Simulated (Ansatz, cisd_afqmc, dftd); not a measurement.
System: GaF, charge 0, singlet. GaF (SMILES [F][Ga]).
B3LYP-D3(BJ)/def2-TZVP minimum from Ansatz (a program for electronic structure):
```xyz
2

Ga     0.0000     0.0000    -0.4051
F      0.0000     0.0000     1.3954
```

Wanted: atomisation energy (electronic, to ground-state atoms), in kJ/mol. UHF or UKS for unpaired electrons; spin-orbit terms are left out. Cores are frozen in correlated methods (noble-gas shells, and filled d and f shells in the p block). No relativity. The Monte Carlo rows (phaseless AFQMC, CISD trial, step 0.005/hartree) carry one-sigma bars that omit the constraint's bias. Outlying blocks are dropped, and bars are widened where a walk drifts. Over all cases where full CI ran beside it in this data, AFQMC minus full CI had a median of +0.1 mEh and passed +0.4 mEh in a tenth of the cases. CBS(X,Y): correlation extrapolated as X^-3, Hartree-Fock from the larger set (Q,5: extrapolated as (X+1)exp(-9√X)). A bracket is a step between two methods taken in the basis named. Double hybrids freeze cores in their MP2 part. For partners of very few electrons the exact lower level stands in for a higher one.

| level | program | atomisation energy (kJ/mol) | difference against the last row |
|---|---|---|---|
| B3LYP/def2-TZVPD | Ansatz | 584.5 | -14.7 |
| r2SCANh-D4/def2-TZVPD | Ansatz + dftd4 | 579.6 | -19.6 |
| CAM-B3LYP/def2-TZVPD | Ansatz | 593.5 | -5.7 |
| B2GP-PLYP-D4/def2-TZVPD | Ansatz + dftd4 | 590.4 | -8.8 |
| CCSDT(Q)/cc-pVQZ | Ansatz | 590.2 | -9.0 |
| AFQMC/CISD/cc-pVTZ | cisd_afqmc | 572.2 ± 1.4 | -27.0 |
| CCSD(T)/CBS(cc-pVQZ,cc-pV5Z) + [AFQMC/CISD - CCSD(T)]/cc-pVDZ | Ansatz + cisd_afqmc | 601.9 ± 1.2 | 2.7 |
| CCSD(T)/CBS(cc-pVQZ,cc-pV5Z) + [AFQMC/CISD - CCSD(T)]/cc-pVTZ | Ansatz + cisd_afqmc | 598.4 ± 1.4 | -0.8 |
| CCSD(T)/CBS(cc-pVQZ,cc-pV5Z) + [CCSDT(Q) - CCSD(T)]/cc-pVQZ + [CCSDTQ - CCSDT(Q)]/cc-pVDZ | Ansatz | 599.2 | 0.0 |
